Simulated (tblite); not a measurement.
A tight-binding relaxation on `COc1pcpcc1Br`.

Computed with GFN2-xTB geometry optimisation, gas phase (tblite 0.8.0). Start geometry: from a force field or distance geometry. The input is one job of a driver script: a line of settings, then coordinates in Å.

Command:
```bash
OMP_NUM_THREADS=1 python probes_run.py task.json out
```

Input:
```
{"job": {"kind": "relax", "xc": "GFN2-xTB", "basis": "xTB"}, "charge": 0, "multiplicity": 1}
C      2.460100    -0.312500    -0.124700
O      1.589400     0.661600     0.470900
C      0.275700     0.259200     0.423500
P     -0.285900    -1.167200     1.444900
C     -1.796000    -1.577100     0.517000
P     -3.098800    -0.304200     0.344000
C     -2.049000     1.036600    -0.357900
C     -0.643100     1.146200    -0.217000
Br     0.088800     2.697400    -1.102000
H      2.650100    -1.136000     0.570300
H      2.038800    -0.688900    -1.069500
H      3.400100     0.178800    -0.342900
H     -2.031100    -2.608800     0.291600
H     -2.599700     1.814300    -0.870500
```

Output:
```
step      E/eV     max force
  0    -716.24930    3.389
  1    -716.68618    2.189
  2    -717.06085    1.785
  3    -717.19881    1.451
  4    -717.42345    1.048
  5    -717.49734    0.859
  6    -717.61512    0.822
  7    -717.65936    0.686
  8    -717.70759    0.502
  9    -717.72881    0.350
... (72 lines left out)
 82    -718.06512    0.010
 83    -718.06514    0.012
 84    -718.06516    0.014
 85    -718.06518    0.011
 86    -718.06521    0.014
 87    -718.06524    0.016
 88    -718.06528    0.022
 89    -718.06532    0.020
 90    -718.06535    0.011
 91    -718.06536    0.006
```

«max force» is the largest atomic force in eV/Å.

Problem. From which step on does the largest force stay under 0.1 eV/Å, and how much energy is left to gain from there?

Solution. From step 54 (0.094 eV/Å), 5.9 meV above the end.

Main results: energy lowered by 41.9 kcal/mol over 91 steps; largest atomic force 0.006 eV/Å at the end.

Problem. Give the final coordinates.

Solution. 0.509 Å rms from the input after alignment:
```
atom  x, y, z in Å
C1     2.5314   -0.3268   -0.0163
O2     1.5044    0.6012   -0.2373
C3     0.2295    0.1848   -0.0646
P4    -0.0930   -1.4735    0.4216
C5    -1.8149   -1.5194    0.5081
P6    -3.0399   -0.3388    0.2243
C7    -2.1031    1.0579   -0.2130
C8    -0.7382    1.1617   -0.3012
Br9   -0.0273    2.8752   -0.8195
H10    2.5154   -0.6935    1.0168
H11    2.4441   -1.1819   -0.6969
H12    3.4628    0.2035   -0.2063
H13   -2.1908   -2.4956    0.8033
H14   -2.6811    1.9447   -0.4413
```

Hardware: Arm Neoverse V1, one thread, on a shared host. Cost: 0.83 s wall.
Labels such as C1 count atoms from 1, the log's own numbers from 0.
